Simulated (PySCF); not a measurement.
# Computed records: B2ClH2N

Computed with PySCF 2.14.0. Calculation on a computer-drawn molecule: the log of a Hartree-Fock and frozen-core CCSD(T) single point meant for a local Hartree-Fock minimum, with one planted fault or none, to be diagnosed. Offsets are logged minus clean, where the clean run is the same molecule without the fault. The reference is restricted for singlets and unrestricted otherwise, and also for a bond in bohr or an excited solution. Adding or removing an electron swaps singlet and doublet. The excited solution moves the top pair (singlet) or top alpha electron (doublet) to the lowest empty orbital. Highest occupied and lowest empty are orbital energies over both spins, largest force is the largest gradient component, triples share is (T) over the correlation energy, the T1 limit is 0.02 restricted and 0.045 unrestricted, electrons count all cores, a negative frequency is imaginary (commonest isotopes), and the dipole is about the centre of nuclear charge.

```json
{"formula": "B2ClH2N", "logged_structure": {"atoms_angstrom": [["B", -1.3662, -0.5699, -0.854], ["N", -1.0684, 0.3632, 0.0809], ["B", -0.7169, 1.425, 1.1149], ["Cl", -1.456, 1.3381, 2.9078], ["H", -1.6474, -1.449, -1.7347], ["H", 0.0773, 2.4207, 0.8578]]}, "given": {"meant_charge": 0, "meant_multiplicity": 1, "meant_basis": "cc-pV(D+d)Z", "logged_electrons": 36, "logged_basis_functions": 75, "logged_SCF_converged": "yes", "logged_spin_squared": 0.0, "logged_highest_occupied [eV]": -11.136, "logged_lowest_empty [eV]": 1.5983, "logged_largest_force [hartree/bohr]": 0.069236, "logged_T1_diagnostic": 0.019163, "logged_D1_diagnostic": 0.050976, "logged_triples_share": 0.03843, "logged_CC_converged": "yes", "logged_dipole_magnitude [debye]": 3.9121, "logged_SCF_stable_within_its_kind": "yes", "logged_energy_HF [hartree]": -564.53337, "logged_energy_CCSD(T) [hartree]": -565.04987, "possible_faults": "no fault, one electron removed, one electron added, multiplicity raised by two, geometry at a saddle point, SCF held on an excited solution, minimal basis STO-3G, one bond length entered in bohr, all coordinates scaled", "drawn_bonds_atom": [1, 2, 3, 1, 3], "drawn_bonds_other_atom": [2, 3, 4, 5, 6], "drawn_bonds_order": [2, 1, 1, 1, 1]}, "results": {"planted_fault": "all coordinates scaled, by +9.0 %", "HF_energy_offset_from_clean_run [kcal/mol]": 30.56, "CCSD(T)_energy_offset_from_clean_run [kcal/mol]": 20.59}}
```
